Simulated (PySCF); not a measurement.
These compounds are isomers of formula C9H11N.

A. SMILES CCC1=CCCC=C1C#N
B. `c1ccc2c(c1)CCCN2`
C. SMILES C(C#C)(C)(C)N1C=CC=C1
D. `N(c1cccc(C=C)c1)C`

Spectrum 1. 1H NMR (400 MHz, computed): δ 6.98 (m, 2H), 6.41 (m, 2H), 2.11 (s, 1H), 1.78 (s, 6H). 13C{1H} NMR (computed): δ 120.2 (CH), 114.2 (CH), 91.5 (C), 82.0 (CH), 52.5 (C), 34.9 (CH3).

Spectrum 2. 1H NMR (400 MHz, computed): δ 7.40 (m, 1H), 7.32 (m, 1H), 6.85 (m, 1H), 6.57 (d, 1H), 6.35 (s, 1H), 6.12 (m, 1H), 5.54 (m, 1H), 3.10 (br s, 1H), 2.95 (s, 3H). 13C{1H} NMR (computed): δ 154.3 (C), 146.4 (CH), 143.5 (C), 134.8 (CH), 119.0 (CH2), 118.4 (CH), 116.5 (CH), 114.1 (CH), 32.1 (CH3).

Spectrum 3. 1H NMR (400 MHz, computed): δ 7.22 (m, 1H), 7.20 (d, 1H), 6.81 (m, 1H), 6.50 (d, 1H), 3.39 (m, 2H), 3.26 (br s, 1H), 2.84 (m, 2H), 1.94 (m, 2H). 13C{1H} NMR (computed): δ 148.8 (C), 135.4 (CH), 132.7 (CH), 122.9 (C), 121.6 (CH), 117.6 (CH), 45.6 (CH2), 31.4 (CH2), 26.0 (CH2).

Spectrum 4. 1H NMR (400 MHz, computed): δ 6.99 (t, 1H), 5.94 (t, 1H), 2.41 (q, 2H), 2.35 (m, 2H), 2.26 (m, 2H), 1.15 (t, 3H). 13C{1H} NMR (computed): δ 153.6 (CH), 144.5 (C), 128.7 (CH), 123.1 (C), 120.1 (C), 33.2 (CH2), 27.1 (CH2), 24.6 (CH2), 18.2 (CH3).

Calculated, not measured (PySCF): geometry from GFN2-xTB, GIAO PBE0/pcSseg-1 shieldings. One conformer, relativity neglected, gas phase, rapidly exchanging positions averaged.

Chemical shifts δ = σref − σ; TMS for 1H (σref 31.72), 13C (σref 186.93), all at this level. Where no couplings were computed, multiplicities follow the n + 1 count of equivalent neighbours, and m marks all less simple cases (inequivalent or close neighbours, rings, F or P nearby). Shifts are as computed. Against solution values, carbons near 30 ppm lie about +3 ppm off and those near 130 ppm about +5 ppm. Of 1211 compounds with measured shifts, 218 miss one by over three times the rms of a fit or turn the order of signals round; such compounds aren't used in these exercises. OH and NH positions are gas-phase values without hydrogen bonding to other molecules.

Q: Match each spectrum to its structure.

A: 1–C, 2–D, 3–B, 4–A.

- Spectrum 1 (C): 6 13C signals; δC 91.5 is an alkyne carbon; δC 82.0 is a terminal alkyne carbon.
- Spectrum 2 (D): 9 13C signals; δC 154.3 is an aromatic carbon bearing nitrogen; δC 146.4 is an alkene CH.
- Spectrum 3 (B): 9 13C signals; δC 148.8 is an aromatic carbon bearing nitrogen; δC 135.4 is an aromatic CH.
- Spectrum 4 (A): 9 13C signals; δC 153.6 is an alkene CH; δC 144.5 is a fully substituted alkene carbon.
